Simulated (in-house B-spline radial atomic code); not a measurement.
Ionising Tb XXXVIII (Tb37+) with different functionals

Computed with a radial B-spline atomic code at the basis-set limit: four-component Dirac-Coulomb Hamiltonian, Fermi nucleus of rms radius 5.06 fm, spin-restricted, spherical fractional occupations for the functionals. The ionisation energy is the difference of two self-consistent energies, [Ar] 3d10 → [Ar] 3d9, without Breit or QED terms; ε is the level of the shell that loses the electron (mean over j). The electron is taken from both j subshells in proportion to 2j + 1, so the result is a j average, not the step between ground levels.

```json
{"method": "LDA VWN5", "rung": "LDA", "ΔSCF (eV)": "2765.1", "-ε(3d) (eV)": "2711.5"}
{"method": "BP86", "rung": "GGA", "ΔSCF (eV)": "2765.7", "-ε(3d) (eV)": "2712.2"}
{"method": "PBEsol", "rung": "GGA", "ΔSCF (eV)": "2765.0", "-ε(3d) (eV)": "2711.5"}
{"method": "PW91", "rung": "GGA", "ΔSCF (eV)": "2765.8", "-ε(3d) (eV)": "2712.3"}
```

(1) How do they compare with the NIST value?

Results:

(1) NIST lists 2750 eV ± 4 (tabulated theory, ground level to ground level). Errors run from +15.0 to +15.8 eV. The correlated functionals all miss on the same side by more than they spread, so the cause is common to them (Breit-QED terms, spin polarisation, the choice among j levels, multiplet and fine-structure energies, or a listed next ion that isn't the cheapest removal here) and closeness doesn't rank the functionals.
